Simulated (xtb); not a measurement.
Cl2Sn, charge +1, doublet, geometry from GFN2-xTB (such geometries of metal compounds can be far from the true shape) (a state made from the parent by changing its charge; the spin is typed, not shown lowest), atoms displaced at random by about 0.1 Å a coordinate. Base run: GFN1-xTB (xtb 6.7.1).

The xtb input:
```
$ xtb mol.xyz --gfn 1 --chrg 1 --uhf 1 --opt --json

# file mol.xyz
3

Sn    -0.04757038    -0.06700107     0.46471811
Cl     1.24358989     1.68710555    -0.68047346
Cl    -1.21681968    -1.58518959    -0.60614071
```

Each row names what was changed in the base input (with any setting that the change needs).

```csv
change,ΔE vs base (kJ/mol),optimiser steps
base,0.00,7
opt level = lax,0.00,6
opt level = extreme,0.00,8
engine = inertial,0.13,-
opt level = sloppy,0.00,6
opt level = crude,0.00,6
opt level = tight,0.00,7
alpb = dmso,-191.6,7
alpb = methanol,-192.7,7
opt level = vtight,0.00,8
```
